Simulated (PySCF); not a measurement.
CH$_{2}$NO (SMILES N[C]=O), doublet, geometry from GFN2-xTB. Base run: BLYP/3-21G (PySCF).

Geometry (Å):
```xyz
5

O     -0.2624     1.2079    -0.0140
C     -0.4147     0.0168     0.0006
N      0.4349    -0.9938     0.0111
H      0.0950    -1.9399     0.0231
H      1.4482    -0.8678     0.0076
```
Charge 0, spin multiplicity 2.
Orbitals are unrestricted.
All else is at PySCF's defaults.

The base run was repeated with changes; each row names its change, and settings that it needs were set with it.

| change | E (Eh) | HOMO (eV) | dipole (D) | <S^2> | core-seconds (rough) |
|---|---|---|---|---|---|
| base | -168.25393 | -3.35 | 3.60 | 0.751 | 5 |
| functional = mn15 | -167.89931 | -5.64 | 3.82 | 0.752 | 6 |
| functional = wb97m_v | -168.23921 | -7.37 | 3.81 | 0.752 | 100 |
| functional = wb97x_v | -168.22827 | -7.68 | 3.84 | 0.752 | 100 |
| functional = m062x | -168.21099 | -6.66 | 3.90 | 0.753 | 6 |
| functional = b3lyp | -168.29273 | -4.92 | 3.77 | 0.752 | 3 |
| functional = o3lyp | -168.23447 | -4.38 | 3.75 | 0.752 | 4 |
| functional = lda,vwn | -166.96609 | -3.45 | 3.76 | 0.751 | 2 |
| functional = r2scan | -168.20651 | -4.06 | 3.86 | 0.753 | 7 |
| functional = b97m_v | -168.26132 | -3.99 | 3.78 | 0.752 | 90 |
| functional = hse06 | -168.12166 | -4.89 | 3.86 | 0.752 | 10 |
| functional = revpbe | -168.24726 | -3.54 | 3.66 | 0.751 | 3 |
| functional = m06l | -168.29111 | -3.75 | 3.89 | 0.752 | 5 |

Totals shift with the method and basis; they matter in differences.

Open shells are given as the SCF converged; they aren't shown to be the lowest states, and a large step between rows can be another state.
